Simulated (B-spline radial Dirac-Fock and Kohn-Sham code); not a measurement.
What relativity does to the binding energies of Cs²⁹⁺

System: Cs²⁹⁺, configuration 1s2 2s2 2p6 3s2 3p6 3d8.

Both columns are ΔSCF binding energies of the configuration average from an atomic code on a B-spline grid: non-relativistic Hartree-Fock with a point nucleus, and Dirac-Fock with a finite nucleus and the Coulomb interaction alone, averaged over the two j levels with weights 2j+1.

| shell | Hartree-Fock (eV) | Dirac-Fock (eV) | shift (eV) | shift (%) |
| --- | --- | --- | --- | --- |
| 1s | 35709.9 | 37274.6 | +1564.69 | +4.38 |
| 2s | 6460.6 | 6860.1 | +399.57 | +6.18 |
| 2p | 6143.1 | 6270.1 | +127.00 | +2.07 |
| 3s | 2137.8 | 2237.0 | +99.20 | +4.64 |
| 3p | 2003.0 | 2040.7 | +37.73 | +1.88 |
| 3d | 1771.6 | 1769.0 | -2.67 | -0.15 |

Relativity binds 1s, 2s, 2p, 3s, 3p more strongly, among those listed most of all 2s in relative terms, and 3d more weakly, because the contracted s and p shells screen the nucleus better.

Values without a named source are computed, but for edge energies of neutral atoms, which are taken from tables.
